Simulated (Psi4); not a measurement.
# NbCl5 (niobium pentachloride): the HOMO–LUMO gap, rung by rung

NbCl5 has 6 atoms, charge 0, and is taken as a singlet. SMILES: `Cl[Nb](Cl)(Cl)(Cl)Cl`. The shape is that of a PBE0-D4/def2-TZVP optimisation.

Each level gives the HOMO–LUMO gap (eV). The values are calculated.

| level | kind | program | value (eV) |
| --- | --- | --- | --- |
| M06-L/def2-TZVP (density fitting, core potential) | meta-GGA | Psi4 | 3.27 |
| B3LYP/def2-TZVP (density fitting, core potential) | global hybrid | Psi4 | 4.43 |
| M06-2X/def2-TZVP (density fitting, core potential) | hybrid meta-GGA | Psi4 | 6.97 |
| PBE0/def2-TZVP (density fitting, core potential) | global hybrid | Psi4 | 4.86 |
| wB97X-V/def2-TZVP (density fitting, core potential) | range-separated hybrid | Psi4 | 9.14 |
| B2PLYP/def2-TZVP (density fitting, core potential, density fitting for correlation) | double hybrid | Psi4 | 7.12 |

The values span 3.27 to 9.14 eV. Orbital gaps aren't excitation energies, and those of double hybrids come from the SCF part alone; they tend to grow with the share of exact exchange.
